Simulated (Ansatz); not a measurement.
Species: MgBr2, charge 1, multiplicity 2. SMILES of the parent species: [Br][Mg][Br]

Atoms: Mg1, Br2, Br3. Bonds: Mg1-Br2, Mg1-Br3.

Bond lengths (Å) and angles (degrees) optimised at HF/STO-3G with Ansatz (a first-principles code); B3LYP/6-31G* with LANL2DZ past Ar with Ansatz; MP2/6-31G* with LANL2DZ past Ar with Ansatz, each started from the B3LYP-D3(BJ)/def2-TZVP structure (Ansatz) of the last column. A row stands for all coordinates that are equal there. 6-31G* holds six Cartesian d functions. No wavenumbers were computed at HF/STO-3G, MP2/6-31G* with LANL2DZ past Ar, so these may be saddle points.

| coordinate | HF/STO-3G | B3LYP/6-31G* with LANL2DZ past Ar | MP2/6-31G* with LANL2DZ past Ar | B3LYP-D3(BJ)/def2-TZVP |
|---|---|---|---|---|
| Mg1-Br2 | 2.168 to 2.438 | 2.445 | 2.304 to 2.653 | 2.394 |
| Br2-Mg1-Br3 | 180.0 | 180.0 | 180.0 | 180.0 |

A range marks coordinates that this level makes unequal.

Mean signed difference of all 2 bond lengths from B3LYP-D3(BJ)/def2-TZVP: HF/STO-3G -0.091 Å, B3LYP/6-31G* with LANL2DZ past Ar 0.051 Å, MP2/6-31G* with LANL2DZ past Ar 0.084 Å.
